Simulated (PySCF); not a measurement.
**C6H10BNSi: core ionisation energies**

Compound: C6H10BNSi.
SMILES with atom numbers: `[SiH3:1][NH:2][B:3]1[CH:4]=[CH:5][CH:6]=[CH:7][CH:8]=[CH:9]1`

Method used: delta-SCF UKS SCAN, pcX-2 on the ionised atom, pcseg-1 elsewhere, spin-free X2C (PySCF 2.14.0). Vertical ΔSCF values, vacuum level as zero.

**Question.** List the computed XPS lines with their assignment.

**Answer.** 
```json
{"atom(s)": "Si1", "bonded to": "N and 3 H", "level": "Si 2p3/2", "binding energy (eV)": "106.82", "2p1/2 (eV)": "107.44", "above the level's lowest (eV)": "0.00", "count": "1"}
{"atom(s)": "B3", "bonded to": "N and 2 C", "level": "B 1s", "binding energy (eV)": "194.67", "2p1/2 (eV)": "–", "above the level's lowest (eV)": "0.00", "count": "1"}
{"atom(s)": "C4/C9", "bonded to": "C (double bond), H and B", "level": "C 1s", "binding energy (eV)": "289.33", "2p1/2 (eV)": "–", "above the level's lowest (eV)": "0.00", "count": "2"}
{"atom(s)": "C6/C7", "bonded to": "C (double bond), C and H", "level": "C 1s", "binding energy (eV)": "290.18", "2p1/2 (eV)": "–", "above the level's lowest (eV)": "+0.85", "count": "2"}
{"atom(s)": "C5/C8", "bonded to": "C (double bond), C and H", "level": "C 1s", "binding energy (eV)": "290.32", "2p1/2 (eV)": "–", "above the level's lowest (eV)": "+0.99", "count": "2"}
{"atom(s)": "N2", "bonded to": "H, B and Si", "level": "N 1s", "binding energy (eV)": "403.91", "2p1/2 (eV)": "–", "above the level's lowest (eV)": "0.00", "count": "1"}
{"atom(s)": "Si1", "bonded to": "N and 3 H", "level": "Si 1s", "binding energy (eV)": "1846.68", "2p1/2 (eV)": "–", "above the level's lowest (eV)": "0.00", "count": "1"}
```

Lowest listed C 1s: C4/C9, bonded to C (double bond), H and B. Highest, 0.99 eV above it: C5/C8, bonded to C (double bond), C and H. The widest gap between neighbouring values is 0.85 eV, between 289.33 and 290.18 eV. Summing the Pauling electronegativity differences to the bonded atoms, each weighted by its formal bond order, gives -0.86 for the lowest site and -0.35 for the highest; no listed site has a larger sum than the highest.

**Question.** Express the binding energy of C 1s of C5/C8 in atomic units and per mole.

**Answer.** 290.32 eV = 10.6691 Eh = 28012 kJ/mol.

Topologically equivalent atoms share the value of their first member; where this conformer doesn't relate them by symmetry, their own values could differ. The unrestricted hole states depart most from a pure doublet (⟨S²⟩ = 0.75; over 0.85 named) for C 1s of C4/C9 (0.86), C 1s of C5/C8 (0.93) and C 1s of C6/C7 (0.90), which makes these values less certain. The 2p values aren't plain energy differences: one relaxed spin-free 2p hole is combined with a matrix within the shell (ground-state 2p orbital-energy differences and spin–orbit coupling). 2p3/2, the mean of its two sublevels, lies a third of the splitting below the shell's mean and 2p1/2 two thirds above it; the statistical areas are 2:1. 2p1/2 minus 2p3/2 (ligand field included): Si 0.62 eV. The structure is a single PBE0-D3(BJ)/def2-SVP conformer in the gas phase; no vibrational or solvent corrections.

Shape of the structure used: `[SiH3:1][NH:2][B:3]1[CH:4]=[CH:5][CH:6]=[CH:7][CH:8]=[CH:9]1`: Si1–N2–B3–C4 -179°.
